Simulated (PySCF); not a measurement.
Delta-SCF ions had no search for a lower state. 

Cartesian coordinates (Å):
```xyz
14

C      1.8199     0.5844    -0.4755
C      0.5775    -0.3004    -0.4974
C     -0.5863     0.2757     0.2869
C     -1.8339    -0.5790     0.2581
F     -0.1880     0.4198     1.6337
H      1.6129     1.5631    -0.9151
H      2.1654     0.7423     0.5461
H      2.6337     0.1299    -1.0424
H      0.2423    -0.4541    -1.5277
H      0.8079    -1.2894    -0.0903
H     -0.8084     1.2895    -0.0626
H     -2.2149    -0.6562    -0.7620
H     -1.6164    -1.5841     0.6238
H     -2.6117    -0.1414     0.8842
```
Charge 0, spin multiplicity 1.

Give the total energy, LUMO and vertical ionisation energy (Delta-SCF) at the level PySCF with PBE-D3(BJ)/def2-TZVP // B3LYP-D3(BJ)/def2-TZVP.


- total energy: -7006.39 eV
- LUMO: 0.46 eV
- vertical ionisation energy (Delta-SCF): 10.63 eV
